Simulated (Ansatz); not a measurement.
CH5FNSTa, SMILES `[CH3][Ta]([NH2])([F])=[S]`. Charge 0, multiplicity 1. Correlated methods include outer-core shells of Ta, which these sets cover unevenly. Ta takes the def2 core potential.

Z-matrix (Å, degrees):
```
C
Ta 1 2.145
H 1 1.096 2 109.6
H 1 1.093 2 111.9 3 -119.6
H 1 1.097 2 110.4 3 119.4
N 2 1.955 1 105.7 3 179.1
F 2 1.877 1 106.6 3 -58.4
S 2 2.160 1 105.7 3 64.8
H 6 1.012 2 123.4 1 75.6
H 6 1.009 2 126.0 1 -109.8
```

**Question.** Give the diagnostics of a CCSD(T)/def2-TZVPP run (frozen core, the Gaussian-basis code of Ansatz). (Estimate.)

**Answer.** Computed: T1 = 0.0200, largest single amplitude 0.047, largest double 0.034, (T) share of the correlation energy 4.7 %, 12 CCSD cycles. The RHF solution is stable towards an unrestricted one. T1 lies over the customary mark of 0.02 for closed shells; compounds of d metals often pass it without a breakdown.
